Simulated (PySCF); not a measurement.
Compound: C2H8ClGeP.
SMILES with atom numbers: `[CH3:1][CH2:2][Ge@@H:3]([PH2:4])[Cl:5]` (hydrogens: H6, H7, H8 on C1; H9, H10 on C2; H11 on Ge3; H12, H13 on P4)

Structure used (PBE0-D3(BJ)/def2-SVP), in Å, numbered top down from 1:
```
atom  x, y, z in Å
C1    -1.6299   -0.7339   -0.1482
C2    -0.9335    0.5403   -0.6092
Ge3    0.7778    0.8289    0.2809
P4     2.1938   -0.9731   -0.1021
Cl5    1.7336    2.5314   -0.6750
H6    -2.5817   -0.8852   -0.6810
H7    -1.8598   -0.7103    0.9290
H8    -1.0109   -1.6264   -0.3348
H9    -1.5557    1.4309   -0.4237
H10   -0.7274    0.5185   -1.6910
H11    0.6154    1.2063    1.7681
H12    1.7433   -1.6780    1.0587
H13    3.2800   -0.3596    0.5919
```

Level of theory: PBE0-D3(BJ)/def2-SVP geometry optimisation, gas phase in PySCF.

Take the most abundant isotopes and a rigid rotor. The values belong to one conformer with, in the numbering `[CH3:1][CH2:2][Ge@@H:3]([PH2:4])[Cl:5]`, C1–C2–Ge3–P4 58°, C2–Ge3–P4–H -90° and 176°.

Problem. What are A, B and C (cm⁻¹)?

Solution. Ia = 231.65, Ib = 313.66, Ic = 486.18 u·Å²; 505379 MHz·u·Å²/I gives 2182, 1611 and 1039 MHz, that is A = 0.07277, B = 0.05374, C = 0.03467 cm⁻¹.

Problem. Classify the top.

Solution. An asymmetric top; Ray's κ = 0.001.

Problem. What does the inertial defect say?

Solution. Not planar: Δ = Ic − Ia − Ib = -59.13 u·Å². For a rigid frame Δ = −2 Σ m c², so Σ m c² = 29.57 u·Å² lies off the ab plane: 8.65 from hydrogen and 20.92 from heavier atoms. The atom farthest from that plane is 1.91 Å away.

Problem. List the rotational levels J(Ka,Kc) to J = 4 (K).

Solution. Above 0(0,0), as E/k:
J = 1: 1(0,1) 0.127, 1(1,1) 0.155, 1(1,0) 0.182
J = 2: 2(0,2) 0.369, 2(1,2) 0.382, 2(1,1) 0.464, 2(2,1) 0.546, 2(2,0) 0.559
J = 3: 3(0,3) 0.711, 3(1,3) 0.715, 3(1,2) 0.876, 3(2,2) 0.928, 3(2,1) 0.980, 3(3,1) 1.140, 3(3,0) 1.144
J = 4: 4(0,4) 1.151, 4(1,4) 1.152, 4(1,3) 1.401, 4(2,3) 1.426, 4(2,2) 1.546, 4(3,2) 1.666, 4(3,1) 1.691, 4(4,1) 1.940, 4(4,0) 1.941

Problem. Which types of transition are allowed, and where do some lines up to J = 2 fall?

Solution. The dipole components are |μa| = 2.30 D, |μb| = 0.33 D, |μc| = 0.98 D. Intensities carry the squares of the components, which stand as 1.00 : 0.02 : 0.18 (a : b : c). Some lines, for components of 0.1 D or more:

```tsv
type	branch	J(Ka,Kc)	MHz	lower level (cm⁻¹)
c	Q	1(1,1) ← 1(0,1)	570	0.088
a	Q	1(1,0) ← 1(1,1)	572	0.107
b	Q	1(1,0) ← 1(0,1)	1142	0.088
c	Q	2(2,1) ← 2(1,1)	1711	0.322
a	Q	2(1,1) ← 2(1,2)	1715	0.265
b	Q	2(2,0) ← 2(1,1)	1977	0.322
b	Q	2(1,1) ← 2(0,2)	1980	0.256
a	R	1(0,1) ← 0(0,0)	2651	0.000
b	R	1(1,1) ← 0(0,0)	3221	0.000
b	Q	2(2,1) ← 2(1,2)	3426	0.265
c	R	1(1,0) ← 0(0,0)	3793	0.000
b	R	2(0,2) ← 1(1,1)	4465	0.107
a	R	2(1,2) ← 1(1,1)	4730	0.107
a	R	2(0,2) ← 1(0,1)	5036	0.088
b	R	2(1,2) ← 1(0,1)	5300	0.088
a	R	2(1,1) ← 1(1,0)	5873	0.127
c	R	2(1,1) ← 1(0,1)	7015	0.088
b	R	2(2,1) ← 1(1,0)	7584	0.127
c	R	2(2,0) ← 1(1,0)	7850	0.127
c	R	2(2,1) ← 1(1,1)	8156	0.107
b	R	2(2,0) ← 1(1,1)	8422	0.107
```

Problem. Estimate the classical rotational partition function at 50 K, 200 K and 500 K.

Solution. Point group C1, symmetry number σ = 1; q = (√π/σ)·√((kT/h)³/(ABC)), k/h = 20836.6 MHz/K: 31200 at 50 K, 249000 at 200 K, 986000 at 500 K.

Whether it is a minimum is left open (no frequencies). These are rigid-rotor constants of the computed structure; measured ground-state constants (B0) also hold zero-point vibration. A rigid rotor knows nothing of internal rotation, which can split or shift real lines. Quadrupole hyperfine structure (35Cl) is left out.
